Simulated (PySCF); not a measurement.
Basis-set dependence of population analyses: `F[SiH2][Se][SiH3]`

Species: FH5SeSi2.
Bonds: F1–Si2, Si2–Se3, Se3–Si4. Hydrogens: H5, H6 on Si2; H7, H8, H9 on Si4.

PBE0 throughout (PySCF), one geometry, spherical d and f functions. Geometry: PBE0-D3(BJ)/def2-SVP, one conformer, isolated molecule. The calculation is non-relativistic, for selenium too. Atoms taken as equivalent share a column and are averaged.

Mulliken charges (e):

```csv
basis,functions,F1,Si2,Se3,Si4,H5/H6,H7/H8/H9
STO-3G,46,-0.235,+0.617,-0.314,+0.458,-0.112,-0.101
pcSseg-0,70,-0.489,+0.803,-0.439,+0.251,-0.051,-0.008
6-31G,72,-0.457,+0.760,-0.242,+0.346,-0.102,-0.068
6-31G*,92,-0.400,+0.719,-0.374,+0.310,-0.069,-0.039
cc-pVDZ,102,-0.319,+0.522,-0.252,+0.187,-0.046,-0.015
def2-SVP,107,-0.345,+0.657,-0.398,+0.334,-0.064,-0.040
pcSseg-1,131,-0.425,+0.893,-0.603,+0.488,-0.091,-0.057
aug-cc-pVDZ,158,-0.588,+0.344,-0.453,-0.550,+0.240,+0.255
def2-TZVP,183,-0.317,+0.438,-0.218,+0.125,-0.015,+0.001
cc-pVTZ,211,-0.289,+0.446,-0.228,+0.145,-0.030,-0.005
```

IAO charges (e):

```
      basis  functions      F1     Si2     Se3     Si4   H5/H6  H7/H8/H9
     STO-3G         46  -0.357  +0.709  -0.243  +0.462  -0.117    -0.112
   pcSseg-0         70  -0.481  +0.758  -0.263  +0.280  -0.080    -0.045
      6-31G         72  -0.499  +0.754  -0.237  +0.303  -0.079    -0.054
     6-31G*         92  -0.522  +0.920  -0.325  +0.460  -0.123    -0.095
    cc-pVDZ        102  -0.521  +0.906  -0.317  +0.454  -0.120    -0.094
   def2-SVP        107  -0.520  +0.921  -0.322  +0.469  -0.127    -0.098
   pcSseg-1        131  -0.531  +0.927  -0.323  +0.471  -0.125    -0.098
aug-cc-pVDZ        158  -0.536  +0.913  -0.319  +0.456  -0.118    -0.093
  def2-TZVP        183  -0.542  +0.954  -0.332  +0.493  -0.130    -0.104
    cc-pVTZ        211  -0.538  +0.941  -0.327  +0.478  -0.127    -0.100
```

Some averages cover members that differ in this geometry, most widely: H5/H6, Mulliken in aug-cc-pVDZ +0.188 to +0.292; H7/H8/H9, Mulliken in aug-cc-pVDZ +0.214 to +0.291 e.

Problem. Which scheme is steadiest as the basis changes?

Solution. Largest range over the bases for any column: IAO 0.25 e, Mulliken 1.04 e. IAO charges move least and Mulliken charges most, counted in e. Without the minimal STO-3G basis the ranges are IAO 0.21, Mulliken 1.04 e.

Problem. How much do the charges still move between the two largest bases, def2-TZVP and cc-pVTZ?

Solution. At most, over all atoms: Mulliken 0.028 e, IAO 0.015 e.

Problem. What do the same runs give for the total energy, the frontier levels and the dipole moment?

Solution. 
```
      basis  energy (Eh)  HOMO (eV)  LUMO (eV)  μ (D)
     STO-3G   -3048.0807      -4.03       4.75   1.73
   pcSseg-0   -3079.1825      -7.59      -0.49   1.65
      6-31G   -3082.3313      -7.37      -0.51   1.72
     6-31G*   -3082.5189      -7.29      -0.31   1.17
    cc-pVDZ   -3082.8229      -7.32      -0.21   1.12
   def2-SVP   -3082.3005      -7.36      -0.15   1.12
   pcSseg-1   -3082.5758      -7.44      -0.36   1.21
aug-cc-pVDZ   -3082.8409      -7.39      -0.65   1.12
  def2-TZVP   -3082.9324      -7.43      -0.43   1.06
    cc-pVTZ   -3082.9713      -7.41      -0.41   1.04
```

The dipole is fixed by the density alone, so its range of 0.69 D shows that the density itself changes with the basis, not only its division among atoms.
